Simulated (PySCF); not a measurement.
# Cadmium: a sound run and one with changed settings

Sound run: Cd⁺ [Kr] 4d10 5s1, Cd²⁺ [Kr] 4d10. Computed with PySCF 2.14 in aug-cc-pVDZ-PP with ECP28MDF (5s5p4d2f, 54 functions), with scalar relativity through the core potential. The sound run starts from symmetry-adapted Hartree-Fock orbitals and uses a fine grid where one is needed.

A second run was set up differently.

```
species  method  sound run (hartree)  changed run (hartree)  converged
    Cd⁺     UHF           -166.56589             -166.56589        yes
    Cd⁺    BP86           -167.50364             -162.19414        yes
    Cd⁺   M06-L           -167.52647             -161.64109        yes
   Cd²⁺     UHF           -165.99631             -165.99631        yes
   Cd²⁺    BP86           -166.86349             -161.15092        yes
   Cd²⁺   M06-L           -166.92486             -160.53073        yes
```

Ionisation energy of Cd⁺:

```csv
method,sound run (eV),changed run (eV)
UHF,15.499,15.499
BP86,17.419,28.387
M06-L,16.371,30.214
```

Question: What was changed?
A. basis contracted for another Hamiltonian
B. a valence shell is frozen
C. radial grid too coarse
D. level shift left on

Answer: C. It used radial step 1.2 in ln r (0.13 in the sound run). A coarse radial grid mis-integrates the density and the exchange-correlation energy, with errors of either sign; Hartree-Fock needs no grid.
